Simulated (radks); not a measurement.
The gold anion Au-, [Hg], held by a Watson sphere: a shell of charge +1 at radius R that stands for the Madelung well of a crystal (potential energy -1/R inside, -1/r outside, in hartree with lengths in bohr). Calculated with a radial shooting solver on a logarithmic mesh with Libxc functionals: scalar-relativistic Kohn-Sham, LDA (Slater exchange, VWN5 correlation), spin-polarised, spherical densities, point nucleus. Response by self-consistent Sternheimer equations with the Hartree and adiabatic LDA kernel, the relativistic mass of each level held fixed and spin-orbit coupling left out. The sphere does not respond.

| R (bohr) | e(5p) (eV) | e(5d) (eV) | e(6s) (eV) | <r> 6s (bohr) | sum of <r^2> (bohr^2) | X-ray form factor at sin(theta)/lambda = 0.2 1/angstrom | alpha (bohr^3) |
|---|---|---|---|---|---|---|---|
| 3.06 | -59.964 | -7.149 | -6.665 | 2.865 | 70.86 | 67.120 | 45.63 |
| 3.72 | -59.221 | -6.341 | -5.980 | 2.967 | 73.00 | 67.098 | 53.77 |
| 3.91 | -59.024 | -6.133 | -5.788 | 2.992 | 73.53 | 67.097 | 56.17 |
| 5.05 | -58.008 | -5.081 | -4.763 | 3.110 | 75.93 | 67.100 | 69.92 |
| 5.39 | -57.753 | -4.822 | -4.504 | 3.134 | 76.44 | 67.102 | 73.63 |
